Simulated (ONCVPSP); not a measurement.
What one change does to a pseudopotential (Si, ONCV)

```json
{
 "Element": "silicon (Si)",
 "Generator": "ONCVPSP 4.0.1",
 "Type": "optimised norm-conserving Vanderbilt (ONCV)",
 "Functional": "Wu-Cohen",
 "Relativity": "scalar-relativistic",
 "Frozen core": "[Ne]",
 "Valence charge": "4",
 "Reference configuration": "3s2 (charge +2)",
 "Partial waves": "3s: rc 1.75 bohr, ncon 5, nbas 9, qcut 4.4 1/bohr, 2 projectors, debl 1.7 Ha; p scattering state at 0.09 Ha: rc 1.55 bohr, ncon 4, nbas 7, qcut 5.5 1/bohr, 1 projector",
 "Local potential": "polynomial inside 1.15 bohr (lpopt 4, dvloc0 3 Ha)",
 "Core correction": "polynomial model core, fcfact 0.4"
}
```

In the p channel the program set the typed energies aside and used 0.050 Ha.

Change: s: nbas 10.

Cutoffs: the cutoffs (Ha) at which the residual kinetic energy of the hardest occupied pseudo-wave falls to 1 and 0.1 mHa per electron; they do not see the model core or the augmentation charge, which bear on the density cutoff. Errors are all-electron minus pseudo energies relative to the spin-unpolarised reference configuration.

Problem. Predict the effect on cutoff, ghosts and configuration errors.

Solution. The potential gets neither clearly harder nor softer (8.4 Ha and 15 Ha → 8.3 Ha and 15 Ha); of the 4 tests that both files solve, the error grows in 0 and shrinks in 1 by more than 15 % and 0.3 meV (median size 186.4 → 186.5 meV); neither file shows a bound ghost.

| quantity | base | changed |
| --- | --- | --- |
| cutoff, loose | 8.4 Ha | 8.3 Ha |
| cutoff, tight | 15 Ha | 15 Ha |
| bound ghosts | none | none |
| GHOST(+) flags under 300 eV | none | none |
| error for 3s2 3p2, meV [ΔE -23.71 eV] | +238 | +238 |
| error for 3s2 3p1, meV [ΔE -15.99 eV] | +135 | +135 |
| error for 3s1, meV [ΔE 33.95 eV] | +1.7 | +1.4 |
| error for 3s0 3p4, meV [ΔE -9.95 eV] | +457 | +457 |
| s: phases at 1.78 bohr within 0.05 rad from the reference energy up to (Ha; the scan ends near 5) | 2.9 | 3.0 |
| p: phases at 1.58 bohr within 0.05 rad from the reference energy up to (Ha; the scan ends near 5) | 2.6 | 2.6 |
| rms error of d²Exc/dni dnj with the model core, mHa | 0.04 | 0.07 |
